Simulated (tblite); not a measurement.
A geometry optimisation, step by step.

GeH8O4Si2.
SMILES with atom numbers: `[OH:1][SiH:2]([OH:3])[O:4][SiH2:5][O:6][GeH3:7]` (hydrogens: H8 on O1; H9 on Si2; H10 on O3; H11, H12 on Si5; H13, H14, H15 on Ge7)

Computed with GFN2-xTB (tblite), gas phase: L-BFGS steps from a force-field or distance-geometry start until the largest atomic force falls under 0.01 eV/Å. 13 of its 212 geometries are shown.

Step 0: E = -706.4706 eV, largest atomic force 2.911 eV/Å
```
atom  x, y, z in Å  |  force x, y, z in eV/Å
O1     -1.654    0.708   -1.788    0.303   0.485   2.700
Si2    -2.046   -0.064   -0.313   -0.378   0.743   0.331
O3     -3.285    0.796    0.490    2.581   0.172  -0.867
O4     -0.652   -0.094    0.704   -0.129  -1.490  -2.498
Si5     0.432   -1.245    0.021    0.206   0.509   1.310
O6      1.925   -1.208    0.857   -1.655   0.869  -1.309
Ge7     2.682    0.369    0.439    0.331   0.452   0.410
H8     -1.224    1.565   -1.517   -0.545  -1.170  -0.908
H9     -2.516   -1.437   -0.574    0.135   0.834   0.065
H10    -2.909    1.689    0.676   -0.892  -0.954   0.069
H11     0.653   -0.959   -1.417   -0.033   0.059   0.437
H12    -0.142   -2.597    0.133    0.350   0.378   0.258
H13     2.931    0.449   -1.075   -0.103  -0.100   0.360
H14     4.042    0.493    1.180   -0.551  -0.264  -0.171
H15     1.757    1.542    0.888    0.380  -0.522  -0.186
```

Step 18: E = -707.6880 eV, largest atomic force 0.372 eV/Å
```
atom  x, y, z in Å  |  force x, y, z in eV/Å
O1     -1.822    0.785   -1.734   -0.111   0.146   0.094
Si2    -2.114    0.019   -0.336   -0.008  -0.203  -0.047
O3     -3.075    0.758    0.728   -0.022   0.006  -0.068
O4     -0.703   -0.332    0.408   -0.082   0.011  -0.118
Si5     0.462   -1.353   -0.048   -0.175  -0.093  -0.198
O6      1.824   -0.943    0.717   -0.074   0.052   0.070
Ge7     2.728    0.509    0.489    0.098   0.022  -0.057
H8     -1.140    1.443   -1.858    0.008  -0.088   0.062
H9     -2.822   -1.178   -0.731    0.028   0.058   0.052
H10    -3.111    1.694    0.896    0.084   0.033   0.000
H11     0.634   -1.197   -1.498    0.009  -0.098   0.056
H12     0.245   -2.705    0.420   -0.110  -0.067   0.028
H13     3.028    0.572   -0.969    0.129   0.063  -0.177
H14     3.898    0.211    1.333    0.311   0.087   0.184
H15     1.963    1.726    0.887   -0.088   0.070   0.120
```

Step 35: E = -707.8886 eV, largest atomic force 0.139 eV/Å
```
atom  x, y, z in Å  |  force x, y, z in eV/Å
O1     -2.001    1.158   -1.552    0.048   0.005   0.011
Si2    -2.288    0.035   -0.408    0.056   0.011   0.055
O3     -3.070    0.724    0.821   -0.077  -0.017   0.010
O4     -0.845   -0.543    0.075   -0.021  -0.019  -0.012
Si5     0.462   -1.455   -0.135    0.016  -0.047   0.094
O6      1.747   -0.728    0.538   -0.016   0.059  -0.035
Ge7     2.839    0.611    0.530    0.091  -0.024  -0.012
H8     -1.167    1.139   -2.016   -0.119  -0.035  -0.041
H9     -3.123   -1.078   -0.820    0.075   0.114  -0.025
H10    -3.009    1.657    1.014    0.054  -0.047  -0.031
H11     0.686   -1.629   -1.571    0.009   0.018  -0.005
H12     0.338   -2.674    0.646   -0.044  -0.030   0.003
H13     3.343    0.763   -0.877   -0.016   0.057  -0.043
H14     3.940    0.177    1.446   -0.021  -0.013   0.049
H15     2.142    1.850    1.012   -0.035  -0.029  -0.017
```

Step 53: E = -707.9245 eV, largest atomic force 0.047 eV/Å
```
atom  x, y, z in Å  |  force x, y, z in eV/Å
O1     -1.960    1.252   -1.464    0.039   0.002  -0.027
Si2    -2.288    0.051   -0.418    0.016  -0.028   0.005
O3     -3.054    0.699    0.841   -0.013  -0.005   0.008
O4     -0.908   -0.675    0.035    0.012   0.013  -0.006
Si5     0.464   -1.500   -0.116    0.002   0.009  -0.018
O6      1.720   -0.635    0.434   -0.003  -0.010  -0.007
Ge7     2.873    0.643    0.531   -0.001   0.015  -0.006
H8     -1.360    1.097   -2.188   -0.033   0.014   0.026
H9     -3.164   -0.976   -0.943   -0.005   0.020   0.004
H10    -2.915    1.609    1.091    0.030  -0.014  -0.012
H11     0.686   -1.764   -1.539    0.002  -0.008   0.004
H12     0.379   -2.662    0.756    0.008   0.021   0.013
H13     3.450    0.866   -0.841   -0.030  -0.018   0.001
H14     3.904    0.134    1.492   -0.013  -0.006   0.009
H15     2.170    1.871    1.034   -0.012  -0.003   0.005
```

Step 70: E = -707.9308 eV, largest atomic force 0.057 eV/Å
```
atom  x, y, z in Å  |  force x, y, z in eV/Å
O1     -1.945    1.296   -1.458    0.008   0.005   0.011
Si2    -2.276    0.064   -0.448    0.016   0.011   0.004
O3     -2.996    0.696    0.846    0.008  -0.011   0.004
O4     -0.911   -0.721   -0.057    0.020   0.007  -0.026
Si5     0.467   -1.543   -0.122    0.018   0.007   0.028
O6      1.707   -0.632    0.388    0.013   0.005  -0.007
Ge7     2.832    0.661    0.528   -0.016   0.027  -0.002
H8     -1.417    1.155   -2.237    0.012  -0.014   0.001
H9     -3.187   -0.924   -0.981   -0.046   0.009  -0.004
H10    -2.742    1.553    1.180    0.006  -0.019  -0.011
H11     0.720   -1.913   -1.516   -0.013   0.005   0.026
H12     0.389   -2.619    0.854   -0.034  -0.030  -0.010
H13     3.407    0.903   -0.842    0.013  -0.003   0.043
H14     3.840    0.165    1.520    0.038  -0.025  -0.035
H15     2.108    1.867    1.049   -0.044   0.027  -0.022
```

Step 88: E = -707.9590 eV, largest atomic force 0.114 eV/Å
```
atom  x, y, z in Å  |  force x, y, z in eV/Å
O1     -1.823    1.432   -1.424    0.018   0.041  -0.021
Si2    -2.170    0.108   -0.546    0.013   0.077  -0.037
O3     -2.588    0.600    0.930    0.044  -0.096  -0.042
O4     -0.886   -0.889   -0.609   -0.017  -0.018   0.036
Si5     0.430   -1.669   -0.111    0.056  -0.017   0.017
O6      1.651   -0.672    0.273    0.016   0.004  -0.017
Ge7     2.600    0.742    0.499    0.008   0.016   0.001
H8     -1.433    1.362   -2.291   -0.016  -0.043   0.063
H9     -3.320   -0.639   -0.998    0.015  -0.048  -0.034
H10    -2.041    1.204    1.423    0.036   0.076   0.050
H11     0.879   -2.446   -1.258   -0.033  -0.009  -0.048
H12     0.156   -2.387    1.124   -0.072  -0.041   0.032
H13     3.218    1.101   -0.825   -0.048   0.002   0.002
H14     3.646    0.353    1.504   -0.043  -0.004  -0.003
H15     1.676    1.808    1.012    0.023   0.061   0.001
```

Step 106: E = -707.9772 eV, largest atomic force 0.101 eV/Å
```
atom  x, y, z in Å  |  force x, y, z in eV/Å
O1     -1.725    1.488   -1.369    0.075  -0.002  -0.068
Si2    -2.059    0.121   -0.556   -0.012   0.010   0.035
O3     -2.347    0.520    0.978   -0.001  -0.034  -0.022
O4     -0.828   -0.922   -0.769   -0.014  -0.011   0.020
Si5     0.401   -1.725   -0.107    0.003   0.009  -0.009
O6      1.615   -0.724    0.293    0.017   0.004   0.027
Ge7     2.447    0.775    0.473   -0.020  -0.023   0.011
H8     -1.345    1.434   -2.243   -0.034   0.009   0.058
H9     -3.242   -0.585   -0.992   -0.027   0.013  -0.006
H10    -1.791    1.138    1.446    0.005   0.021  -0.010
H11     0.879   -2.592   -1.175    0.000   0.019   0.010
H12    -0.021   -2.346    1.143    0.020  -0.011  -0.015
H13     3.005    1.145   -0.872   -0.001   0.000  -0.005
H14     3.516    0.458    1.477   -0.001   0.025  -0.014
H15     1.491    1.823    0.978   -0.011  -0.030  -0.010
```

Step 123: E = -708.0196 eV, largest atomic force 0.345 eV/Å
```
atom  x, y, z in Å  |  force x, y, z in eV/Å
O1     -1.260    1.524   -1.197    0.052  -0.203  -0.117
Si2    -1.841    0.167   -0.487    0.006   0.062  -0.029
O3     -2.062    0.538    1.071    0.120   0.167  -0.055
O4     -0.817   -1.077   -0.704   -0.060   0.086  -0.018
Si5     0.454   -1.866   -0.093   -0.127  -0.038   0.043
O6      1.541   -0.878    0.606   -0.077  -0.094  -0.089
Ge7     2.068    0.748    0.408    0.133   0.318  -0.016
H8     -1.056    1.512   -2.132   -0.029  -0.013   0.250
H9     -3.100   -0.291   -1.046    0.097   0.014   0.037
H10    -1.690    1.351    1.414   -0.100  -0.161  -0.051
H11     1.053   -2.504   -1.255    0.013  -0.012  -0.051
H12     0.020   -2.699    1.012   -0.007  -0.076   0.045
H13     2.438    0.994   -1.033   -0.017  -0.035   0.039
H14     3.271    0.799    1.306   -0.058   0.033  -0.014
H15     0.976    1.691    0.835    0.055  -0.048   0.025
```

Step 141: E = -708.0751 eV, largest atomic force 0.101 eV/Å
```
atom  x, y, z in Å  |  force x, y, z in eV/Å
O1     -0.875    1.363   -1.113    0.038  -0.017  -0.004
Si2    -1.738    0.152   -0.427   -0.031   0.048   0.020
O3     -1.822    0.526    1.142   -0.027  -0.081  -0.035
O4     -0.998   -1.270   -0.585   -0.064   0.038  -0.031
Si5     0.415   -1.914   -0.112    0.004  -0.014  -0.018
O6      1.411   -0.825    0.548    0.032   0.024  -0.027
Ge7     1.928    0.831    0.359    0.041  -0.062   0.059
H8     -0.757    1.367   -2.058    0.022  -0.011   0.000
H9     -3.035   -0.010   -1.058    0.048  -0.036  -0.016
H10    -1.994    1.425    1.400   -0.006   0.090   0.045
H11     0.999   -2.416   -1.353   -0.013  -0.016  -0.015
H12     0.130   -2.874    0.937    0.025  -0.007   0.065
H13     2.302    1.011   -1.086   -0.037   0.064   0.022
H14     3.136    0.858    1.258    0.011  -0.003  -0.049
H15     0.893    1.786    0.854   -0.041  -0.017  -0.017
```

Step 158: E = -708.1268 eV, largest atomic force 0.130 eV/Å
```
atom  x, y, z in Å  |  force x, y, z in eV/Å
O1     -0.651    1.246   -1.005   -0.034   0.047   0.085
Si2    -1.714    0.156   -0.388   -0.023   0.042   0.013
O3     -2.075    0.610    1.116    0.042   0.027   0.003
O4     -1.055   -1.308   -0.368   -0.068  -0.077   0.051
Si5     0.413   -1.956   -0.110    0.093  -0.004  -0.025
O6      1.528   -0.840    0.239   -0.043  -0.026  -0.043
Ge7     1.879    0.868    0.316   -0.040   0.029   0.051
H8     -0.528    1.214   -1.948    0.085   0.045  -0.073
H9     -2.863    0.056   -1.258   -0.113  -0.030  -0.057
H10    -2.117    1.532    1.356    0.011  -0.038  -0.038
H11     0.752   -2.558   -1.397    0.031  -0.006   0.014
H12     0.313   -2.837    1.042   -0.017   0.022   0.027
H13     2.141    1.357   -1.075   -0.040   0.004  -0.038
H14     3.146    0.854    1.119    0.121  -0.019   0.026
H15     0.825    1.614    1.067   -0.004  -0.015   0.005
```

Step 176: E = -708.1513 eV, largest atomic force 0.034 eV/Å
```
atom  x, y, z in Å  |  force x, y, z in eV/Å
O1     -0.679    1.262   -0.945    0.001  -0.007  -0.012
Si2    -1.753    0.135   -0.420   -0.029   0.003  -0.017
O3     -2.204    0.612    1.053    0.008   0.007   0.015
O4     -1.076   -1.325   -0.342   -0.001  -0.007  -0.015
Si5     0.410   -1.942   -0.109    0.002  -0.010  -0.014
O6      1.544   -0.792   -0.069    0.020   0.008   0.007
Ge7     1.894    0.873    0.317   -0.010   0.012  -0.028
H8     -0.393    1.203   -1.852   -0.009   0.002   0.014
H9     -2.864   -0.006   -1.341    0.023   0.011  -0.005
H10    -2.097    1.527    1.299   -0.015   0.003   0.009
H11     0.692   -2.716   -1.312    0.006   0.005   0.012
H12     0.378   -2.636    1.169   -0.006  -0.006   0.018
H13     2.056    1.592   -0.989   -0.018  -0.004  -0.005
H14     3.223    0.762    1.016    0.013  -0.007   0.011
H15     0.863    1.457    1.229    0.014  -0.011   0.011
```

Step 193: E = -708.1540 eV, largest atomic force 0.034 eV/Å
```
atom  x, y, z in Å  |  force x, y, z in eV/Å
O1     -0.675    1.276   -0.944    0.000  -0.004  -0.020
Si2    -1.746    0.139   -0.434   -0.012   0.004   0.009
O3     -2.171    0.575    1.060    0.002  -0.003  -0.008
O4     -1.070   -1.322   -0.405    0.005  -0.004  -0.006
Si5     0.404   -1.941   -0.100   -0.001   0.008   0.004
O6      1.546   -0.800   -0.048    0.008  -0.001  -0.012
Ge7     1.900    0.870    0.313    0.001   0.006  -0.001
H8     -0.406    1.234   -1.858    0.000   0.013   0.031
H9     -2.863    0.029   -1.351    0.010   0.000  -0.003
H10    -2.133    1.495    1.310   -0.007  -0.002   0.004
H11     0.721   -2.747   -1.272   -0.005   0.003   0.005
H12     0.324   -2.599    1.196   -0.003  -0.011   0.009
H13     2.010    1.599   -0.993    0.002  -0.012  -0.005
H14     3.254    0.761    0.964    0.002   0.002   0.001
H15     0.899    1.439    1.267   -0.002   0.000  -0.006
```

Step 211: E = -708.1565 eV, largest atomic force 0.008 eV/Å
```
atom  x, y, z in Å  |  force x, y, z in eV/Å
O1     -0.673    1.313   -0.875   -0.002  -0.002  -0.001
Si2    -1.745    0.148   -0.437    0.004  -0.005  -0.004
O3     -2.232    0.523    1.054    0.001  -0.004  -0.003
O4     -1.056   -1.306   -0.417   -0.003  -0.001  -0.001
Si5     0.403   -1.938   -0.078   -0.004   0.002   0.001
O6      1.563   -0.813   -0.062    0.000   0.000   0.005
Ge7     1.940    0.856    0.279   -0.001  -0.001   0.001
H8     -0.400    1.332   -1.789    0.000  -0.001   0.008
H9     -2.818    0.052   -1.408   -0.003   0.000  -0.004
H10    -2.308    1.437    1.314    0.003   0.004   0.003
H11     0.711   -2.788   -1.219   -0.001   0.002   0.000
H12     0.306   -2.555    1.238    0.002   0.001   0.000
H13     2.033    1.560   -1.042    0.001   0.003  -0.004
H14     3.308    0.740    0.902    0.001   0.000  -0.001
H15     0.965    1.446    1.244    0.002   0.001   0.000
```

Q: Summarise the path.

A: The energy falls by 162.66 kJ/mol from step 0 to step 211; nine tenths of that is first reached at step 115. It rises by more than 0.2 meV at steps 23 and 82. The largest force goes from 2.911 to 0.008 eV/Å. Among the bonds Si2–O4 changes most, from 1.726 to 1.609 Å; the atoms move by 1.208 Å rms after alignment.

Q: Follow the three bonds and two angles with the largest change from start to end.

A: 
| step | E above end (kJ/mol) | largest force (eV/Å) | Si2–O4 (Å) | Si5–O6 (Å) | O4–Si5 (Å) | Si5–O6–Ge7 (°) | Si2–O4–Si5 (°) |
| --- | --- | --- | --- | --- | --- | --- | --- |
| 0 | 162.66 | 2.911 | 1.726 | 1.712 | 1.722 | 105.8 | 106.7 |
| 9 | 62.68 | 0.461 | 1.638 | 1.613 | 1.618 | 120.6 | 117.8 |
| 18 | 45.20 | 0.372 | 1.634 | 1.615 | 1.615 | 126.4 | 129.1 |
| 28 | 30.91 | 0.394 | 1.632 | 1.619 | 1.614 | 142.6 | 146.1 |
| 37 | 25.35 | 0.113 | 1.624 | 1.620 | 1.606 | 150.5 | 153.8 |
| 46 | 22.94 | 0.118 | 1.625 | 1.620 | 1.609 | 157.5 | 157.9 |
| 55 | 22.30 | 0.039 | 1.623 | 1.620 | 1.608 | 159.8 | 158.0 |
| 64 | 22.14 | 0.031 | 1.623 | 1.619 | 1.608 | 160.5 | 159.2 |
| 73 | 21.53 | 0.125 | 1.623 | 1.622 | 1.607 | 162.0 | 167.8 |
| 83 | 20.13 | 0.133 | 1.624 | 1.623 | 1.607 | 164.5 | 173.8 |
| 92 | 18.36 | 0.097 | 1.628 | 1.623 | 1.610 | 161.0 | 154.1 |
| 101 | 17.57 | 0.059 | 1.626 | 1.625 | 1.610 | 158.2 | 148.9 |
| 110 | 16.99 | 0.062 | 1.627 | 1.623 | 1.611 | 154.4 | 144.6 |
| 119 | 14.84 | 0.097 | 1.626 | 1.629 | 1.613 | 143.7 | 146.7 |
| 128 | 11.85 | 0.153 | 1.623 | 1.626 | 1.617 | 137.7 | 143.1 |
| 138 | 8.56 | 0.200 | 1.618 | 1.619 | 1.624 | 139.7 | 137.8 |
| 147 | 6.96 | 0.117 | 1.610 | 1.615 | 1.627 | 142.8 | 135.1 |
| 156 | 3.79 | 0.194 | 1.611 | 1.616 | 1.632 | 145.4 | 135.5 |
| 165 | 1.21 | 0.102 | 1.609 | 1.618 | 1.625 | 145.5 | 136.8 |
| 174 | 0.57 | 0.048 | 1.611 | 1.616 | 1.626 | 146.2 | 137.3 |
| 183 | 0.42 | 0.033 | 1.611 | 1.616 | 1.627 | 145.1 | 136.9 |
| 193 | 0.24 | 0.034 | 1.610 | 1.616 | 1.627 | 145.7 | 136.8 |
| 202 | 0.18 | 0.048 | 1.610 | 1.616 | 1.627 | 145.9 | 137.0 |
| 211 | 0.00 | 0.008 | 1.609 | 1.616 | 1.626 | 145.4 | 137.5 |

The cost below is that of the whole relaxation. Hardware: an Arm Neoverse N1 with one thread, shared host with 64 logical CPUs at a one-minute load of 62. Cost: 2.9 s of wall time.
